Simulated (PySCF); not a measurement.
Electron correlation in Cr²⁺ (chromium, charge +2)

[Ar] 3d3 4s1, high-spin 5F determinant (an excited configuration). All numbers are calculated (PySCF 2.14, scalar relativity by spin-free X2C-1e, in x2c-TZVPPall with one added diffuse shell each of s, p, d, f type (7s6p5d3f1g, 80 functions)). Frozen: [Ar]; 4 electrons correlated.

MP2 pair energies summed by pair of shells (mhartree):

```json
{"pair": "3d-3d", "energy": "-16.16", "share (%)": "65.3"}
{"pair": "3d-4s", "energy": "-8.59", "share (%)": "34.7"}
```

Total MP2 correlation energy: -24.75 mhartree.

Same-spin part -24.75 and opposite-spin part 0.00 mhartree; SCS-MP2 scales them by 1/3 and 6/5 to -8.25 mhartree.
